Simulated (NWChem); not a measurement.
System: BSi2H6F; SMILES B(F)([SiH3])[SiH3]

The following NWChem deck was run.

```
start job
memory heap 200 mb stack 900 mb global 1100 mb
geometry units angstroms noautosym nocenter noautoz
  B      0.487025     0.000051     0.032080
  F      1.810536    -0.000107     0.124012
  Si    -0.504132    -1.788452    -0.070906
  H     -0.890075    -2.018031    -1.502225
  H     -1.770555    -1.719739     0.725249
  H      0.308699    -2.953675     0.397746
  Si    -0.508592     1.788683    -0.003151
  H     -1.091334     2.017095     1.360137
  H     -1.650971     1.720752    -0.968966
  H      0.361871     2.954197    -0.352340
end
basis spherical
  * library def2-svp
end
dft
  xc b3lyp
  iterations 150
  mulliken
end
task dft energy
esp
  recalculate
  probe 0.07
  range 0.3
  factor 1.0
  spacing 0.02
end
task esp
```

Parts of the log:

```
             Northwest Computational Chemistry Package (NWChem) 7.3.0
             --------------------------------------------------------

                             Geometry "geometry" -> ""
                             -------------------------

 Output coordinates in angstroms (scale by  1.889725989 to convert to a.u.)

  No.       Tag          Charge          X              Y              Z
 ---- ---------------- ---------- -------------- -------------- --------------
    1 B                    5.0000     0.48702500     0.00005100     0.03208000
    2 F                    9.0000     1.81053600    -0.00010700     0.12401200
    3 Si                  14.0000    -0.50413200    -1.78845200    -0.07090600
    4 H                    1.0000    -0.89007500    -2.01803100    -1.50222500
    5 H                    1.0000    -1.77055500    -1.71973900     0.72524900
    6 H                    1.0000     0.30869900    -2.95367500     0.39774600
    7 Si                  14.0000    -0.50859200     1.78868300    -0.00315100
    8 H                    1.0000    -1.09133400     2.01709500     1.36013700
    9 H                    1.0000    -1.65097100     1.72075200    -0.96896600
   10 H                    1.0000     0.36187100     2.95419700    -0.35234000

 Effective nuclear repulsion energy (a.u.)     184.3829045734

                                 NWChem DFT Module
                                 -----------------

 Summary of "ao basis" -> "ao basis" (spherical)
 ------------------------------------------------------------------------------
       Tag                 Description            Shells   Functions and Types
 ---------------- ------------------------------  ------  ---------------------
 B                          def2-svp                 6       14   3s2p1d
 F                          def2-svp                 6       14   3s2p1d
 Si                         def2-svp                 8       18   4s3p1d
 H                          def2-svp                 3        5   2s1p

            General Information
            -------------------
          SCF calculation type: DFT
          Wavefunction type:  closed shell.
          No. of atoms     :    10
          No. of electrons :    48
           Alpha electrons :    24
            Beta electrons :    24
          Charge           :     0
          Spin multiplicity:     1
          Use of symmetry is: off; symmetry adaption is: off
          Maximum number of iterations: 150
          AO basis - number of functions:    94
                     number of shells:    46
          Convergence on energy requested:  1.00D-06
          Convergence on density requested:  1.00D-05
          Convergence on gradient requested:  5.00D-04

              XC Information
              --------------
                         B3LYP Method XC Potential
                     Hartree-Fock (Exact) Exchange  0.200
                        Slater Exchange Functional  0.800 local
                    Becke 1988 Exchange Functional  0.720 non-local
              Lee-Yang-Parr Correlation Functional  0.810
                  VWN I RPA Correlation Functional  0.190 local

             Grid Information
             ----------------
          Grid used for XC integration:  medium
          Radial quadrature: Mura-Knowles
          Angular quadrature: Lebedev.
          Tag              B.-S. Rad. Rad. Pts. Rad. Cut. Ang. Pts.
          ---              ---------- --------- --------- ---------
          B                   0.85       49           9.0       434
          F                   0.50       49          11.0       434
          Si                  1.10       88          12.0       590
          H                   0.35       45          13.0       434
          Grid pruning is: on
          Number of quadrature shells:   544
          Spatial weights used:  Erf1

      Superposition of Atomic Density Guess
      -------------------------------------

 Sum of atomic energies:        -704.26926875

      Non-variational initial energy
      ------------------------------

 Total energy =    -705.391993
 1-e energy   =   -1342.263273
 2-e energy   =     452.488375
 HOMO         =      -0.248770
 LUMO         =      -0.033647

     ---------------------------------------------
      Total Density - Mulliken Population Analysis
     ---------------------------------------------

    Atom       Charge   Shell Charges
 -----------   ------   -------------------------------------------------------
    1 B    5     4.51   1.99  0.93  0.26  1.04  0.19  0.09
    2 F    9     9.35   1.99  1.15  0.72  3.50  1.98  0.00
    3 Si  14    13.89   2.00  1.99  1.03  0.31  5.94  1.19  1.33  0.09
    4 H    1     1.06   0.68  0.36  0.01
    5 H    1     1.06   0.69  0.36  0.01
    6 H    1     1.07   0.69  0.37  0.01
    7 Si  14    13.89   2.00  1.99  1.03  0.31  5.94  1.19  1.33  0.09
    8 H    1     1.06   0.68  0.36  0.01
    9 H    1     1.06   0.69  0.36  0.01
   10 H    1     1.07   0.69  0.37  0.01

   convergence    iter        energy       DeltaE   RMS-Dens  Diis-err
 ---------------- ----- ----------------- --------- --------- ---------
 d= 0,ls=0.0,diis     1   -706.9966713394 -8.91D+02  1.29D-02  4.68D-01
 d= 0,ls=0.0,diis     2   -706.9641431416  3.25D-02  7.15D-03  1.05D+00
 d= 0,ls=0.0,diis     3   -707.0619849707 -9.78D-02  1.71D-03  2.62D-02
 d= 0,ls=0.0,diis     4   -707.0638067844 -1.82D-03  7.21D-04  2.18D-03
 d= 0,ls=0.0,diis     5   -707.0641425515 -3.36D-04  1.57D-04  9.59D-05
  Resetting Diis
 d= 0,ls=0.0,diis     6   -707.0641627418 -2.02D-05  2.42D-05  2.40D-06
 d= 0,ls=0.0,diis     7   -707.0641631937 -4.52D-07  6.55D-06  9.57D-08

         Total DFT energy =     -707.064163193742
      One electron energy =    -1345.052207968049
           Coulomb energy =      512.196355756256
    Exchange-Corr. energy =      -58.591215555307
 Nuclear repulsion energy =      184.382904573358

 Numeric. integr. density =       48.000023765254

                       DFT Final Molecular Orbital Analysis
                       ------------------------------------

 Vector   22  Occ=2.000000D+00  E=-3.496185D-01
              MO Center= -7.3D-01, -3.7D-03, -5.3D-02, r^2= 6.5D+00
   Bfn.  Coefficient  Atom+Function         Bfn.  Coefficient  Atom+Function
  ----- ------------  ---------------      ----- ------------  ---------------
    47      0.282061   4 H  s                80      0.281792   8 H  s
    38     -0.205595   3 Si pz               71      0.198080   7 Si pz
    48      0.158072   4 H  s                81      0.157946   8 H  s
    41     -0.155508   3 Si pz               74      0.150559   7 Si pz
    57     -0.131416   6 H  s                90     -0.130070  10 H  s

 Vector   23  Occ=2.000000D+00  E=-3.479860D-01
              MO Center= -4.7D-01,  4.0D-03, -3.3D-02, r^2= 7.4D+00
   Bfn.  Coefficient  Atom+Function         Bfn.  Coefficient  Atom+Function
  ----- ------------  ---------------      ----- ------------  ---------------
    57      0.253083   6 H  s                90     -0.253749  10 H  s
    52     -0.206040   5 H  s                85      0.205467   9 H  s
    36      0.181476   3 Si px               69     -0.182137   7 Si px
    58      0.137555   6 H  s                91     -0.137913  10 H  s
    39      0.136357   3 Si px               72     -0.136751   7 Si px

 Vector   24  Occ=2.000000D+00  E=-2.674574D-01
              MO Center=  1.1D-01,  5.9D-05,  6.0D-03, r^2= 3.8D+00
   Bfn.  Coefficient  Atom+Function         Bfn.  Coefficient  Atom+Function
  ----- ------------  ---------------      ----- ------------  ---------------
     5      0.406453   1 B  py               19     -0.262030   2 F  py
    40      0.227375   3 Si py               73      0.227345   7 Si py
    37      0.213045   3 Si py               70      0.213038   7 Si py
    22      0.194100   2 F  py               32      0.178280   3 Si s
    65     -0.178333   7 Si s                31      0.145445   3 Si s

 Vector   25  Occ=0.000000D+00  E=-8.316038D-02
              MO Center=  2.6D-01, -5.0D-06,  1.6D-02, r^2= 3.1D+00
   Bfn.  Coefficient  Atom+Function         Bfn.  Coefficient  Atom+Function
  ----- ------------  ---------------      ----- ------------  ---------------
     6      0.502959   1 B  pz                9     -0.438628   1 B  pz
    20     -0.244701   2 F  pz               48     -0.242362   4 H  s
    81      0.242213   8 H  s                23      0.224399   2 F  pz
    41     -0.198555   3 Si pz               74     -0.197539   7 Si pz
    53      0.174775   5 H  s                86     -0.175217   9 H  s

 Vector   26  Occ=0.000000D+00  E= 6.860244D-03
              MO Center= -8.5D-02,  4.4D-04, -7.9D-03, r^2= 5.8D+00
   Bfn.  Coefficient  Atom+Function         Bfn.  Coefficient  Atom+Function
  ----- ------------  ---------------      ----- ------------  ---------------
    58     -0.648778   6 H  s                91     -0.649208  10 H  s
    72      0.635480   7 Si px               39      0.617791   3 Si px
    53      0.368390   5 H  s                86      0.367681   9 H  s
    40     -0.325696   3 Si py               73      0.325618   7 Si py
     3      0.282722   1 B  s                17     -0.253075   2 F  s

 Vector   27  Occ=0.000000D+00  E= 4.152830D-02
              MO Center= -4.9D-01,  1.0D-04, -3.6D-02, r^2= 7.0D+00
   Bfn.  Coefficient  Atom+Function         Bfn.  Coefficient  Atom+Function
  ----- ------------  ---------------      ----- ------------  ---------------
     3      1.228078   1 B  s                74     -0.927588   7 Si pz
    41      0.891431   3 Si pz               48      0.657533   4 H  s
    81      0.657269   8 H  s                40     -0.637983   3 Si py
    73      0.638839   7 Si py               53     -0.577145   5 H  s
    86     -0.577448   9 H  s                 7     -0.538258   1 B  px

     ---------------------------------------------
      Total Density - Mulliken Population Analysis
     ---------------------------------------------

    Atom       Charge   Shell Charges
 -----------   ------   -------------------------------------------------------
    1 B    5     4.93   1.99  0.90  0.22  1.46  0.26  0.11
    2 F    9     9.07   1.99  1.14  0.71  3.37  1.85  0.01
    3 Si  14    13.77   2.00  1.98  1.06  0.23  5.93  1.34  1.11  0.13
    4 H    1     1.08   0.73  0.33  0.01
    5 H    1     1.08   0.74  0.33  0.01
    6 H    1     1.08   0.74  0.33  0.01
    7 Si  14    13.77   2.00  1.98  1.06  0.23  5.93  1.34  1.11  0.13
    8 H    1     1.08   0.73  0.33  0.01
    9 H    1     1.08   0.74  0.33  0.01
   10 H    1     1.08   0.74  0.33  0.01

     -------------------------------------------
      Total Density - Lowdin Population Analysis
     -------------------------------------------

    Atom       Charge   Shell Charges
 -----------   ------   -------------------------------------------------------
    1 B    5     5.24   1.97  0.61  0.34  1.34  0.73  0.26
    2 F    9     8.94   1.98  0.99  0.70  3.21  2.07  0.01
    3 Si  14    13.66   2.00  1.93  0.68  0.35  5.82  1.34  1.34  0.20
    4 H    1     1.08   0.64  0.42  0.02
    5 H    1     1.08   0.64  0.42  0.02
    6 H    1     1.09   0.64  0.42  0.02
    7 Si  14    13.66   2.00  1.93  0.68  0.35  5.82  1.34  1.34  0.20
    8 H    1     1.08   0.64  0.42  0.02
    9 H    1     1.08   0.64  0.42  0.02
   10 H    1     1.09   0.64  0.42  0.02

     Multipole analysis of the density
     ---------------------------------

     L   x y z        total         alpha         beta         nuclear
     -   - - -        -----         -----         ----         -------
     0   0 0 0     -0.000000    -24.000000    -24.000000     48.000000

     1   1 0 0     -0.026541      0.157327      0.157327     -0.341194
     1   0 1 0      0.000018     -0.002944     -0.002944      0.005905
     1   0 0 1     -0.001761      0.094257      0.094257     -0.190275

     2   2 0 0    -32.865650    -98.456244    -98.456244    164.046839
     2   1 1 0      0.002959      0.285090      0.285090     -0.567221
     2   1 0 1     -0.184314     -5.065587     -5.065587      9.946861
     2   0 2 0    -32.874148   -232.633505   -232.633505    432.392863
     2   0 1 1     -0.043056     -4.201690     -4.201690      8.360323
     2   0 0 2    -30.224506    -25.946794    -25.946794     21.669082

                     NWChem Electrostatic Potential Fit Module
                     -----------------------------------------

 Atom parameters

 Number of atoms is                                   10
 Number of basis functions is                         94

 Grid parameters

 Maximum number of grid points is                  48247
 Number of grid points is                          48246
 Grid range                                     0.300000 nm
 Grid spacing                                   0.020000 nm
 Probe radius                                   0.070000 nm
 Atom radius factor                             1.000000

 Atomic radii

    1    0.100000
    5    0.158000
    9    0.128000
   14    0.187000
 FASTESP  F
  using M.O. file = ./job.movecs

    Atom              Coordinates                           Charge

                                                  ESP

    1 B     0.048703    0.000005    0.003208    0.361060
    2 F     0.181054   -0.000011    0.012401   -0.246816
    3 Si   -0.050413   -0.178845   -0.007091    0.194190
    4 H    -0.089008   -0.201803   -0.150223   -0.084876
    5 H    -0.177056   -0.171974    0.072525   -0.092082
    6 H     0.030870   -0.295368    0.039775   -0.075030
    7 Si   -0.050859    0.178868   -0.000315    0.203403
    8 H    -0.109133    0.201710    0.136014   -0.087733
    9 H    -0.165097    0.172075   -0.096897   -0.095156
   10 H     0.036187    0.295420   -0.035234   -0.076959
                                            ------------
                                                0.000000

 Dipole moment                                  0.060578

 Quadrupole moment Qxx                         -3.185410
                   Qyy                         -2.668583
                   Qzz                          5.853993

 RMS deviation kJ/mol                           0.056327

 RRMS %                                        47.426674
```

Level: B3LYP/def2-SVP. Geometry: optimised at PBE0/def2-SVP.
